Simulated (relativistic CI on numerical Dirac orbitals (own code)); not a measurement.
Spin-allowed bands of a d7 ion in a tetrahedral site, by hand

Problem. A d7 ion in a tetrahedral site has a 4A2 ground term and spin-allowed bands at ν1 = 3440 and ν2 = 6035 cm⁻¹ (from a computed ligand-field model). Find Δ and the Racah parameter B, and predict the third band.

Working.
1. The F term splits into A2 (−1.2Δ), T2 (−0.2Δ) and T1 (+0.6Δ), so ν1 = E(T2) − E(A2) = Δ = 3440 cm⁻¹.
2. T1(F) mixes with T1(P), which lies at 15B, through an element 0.4Δ. The two roots, counted from A2, are ν2,3 = ½(15B + 3Δ) ∓ ½√[(15B − Δ)² + 12BΔ].
3. Solving the lower root for B gives B = (2ν1² + ν2² − 3ν1ν2)/(15ν2 − 27ν1) = -2192775/-2355 = 931 cm⁻¹.
4. The sum of the roots is 15B + 3Δ, so ν3 = 15B + 3ν1 − ν2 = 18252 cm⁻¹ (548 nm).

Check. The bands were computed by exact diagonalisation of the d7 shell with B = 930 and Δ = 3440 cm⁻¹, which gives ν3 = 18235 cm⁻¹. C does not enter the terms of highest spin.
